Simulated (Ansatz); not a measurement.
`c1csc(-c2cnc(-c3cnc(-c4cncs4)s3)s2)n1`. The state is a singlet with charge 0. Geometry PBE-D4/def2-SVP, basis def2-TZVP, Ansatz.

```xyz
26

C     0.776   -1.477    6.372
C     2.151   -1.352    6.271
S     2.584   -0.931    4.651
C     0.866   -0.952    4.222
C     0.398   -0.664    2.885
C    -0.928   -0.654    2.447
N    -1.127   -0.355    1.140
C     0.015   -0.122    0.514
C     0.122    0.221   -0.879
C     1.241    0.493   -1.669
N     1.002    0.788   -2.971
C    -0.295    0.758   -3.238
C    -0.857    1.029   -4.539
C    -2.183    1.033   -4.972
N    -2.385    1.336   -6.287
C    -1.239    1.566   -6.885
S     0.184    1.428   -5.882
S    -1.319    0.352   -1.857
S     1.446   -0.266    1.549
N     0.067   -1.253    5.229
H     0.248   -1.739    7.300
H     2.914   -1.483    7.048
H    -1.772   -0.876    3.115
H     2.275    0.477   -1.292
H    -3.043    0.811   -4.322
H    -1.141    1.831   -7.949
```

```csv
run,HOMO (eV),LUMO (eV)
A,-6.12,-2.78
B,-5.33,-3.39
C,-7.92,-0.97
D,-5.14,-3.22
```

Single mean-field runs in def2-TZVP are fitted with def2-universal-jkfit.

The runs used BLYP, PBE, PBE0, ωB97M-V. Estimate which is which.

A PBE0 (25 % exact exchange); B PBE (0 % exact exchange); C ωB97M-V (range-separated); D BLYP (0 % exact exchange). Exact exchange lowers occupied and raises empty levels; among semilocal functionals meta-GGAs tend to open the gap a little, and such runs are hard to tell apart. The gap grows from 1.92 eV (BLYP) to 6.94 eV (ωB97M-V).
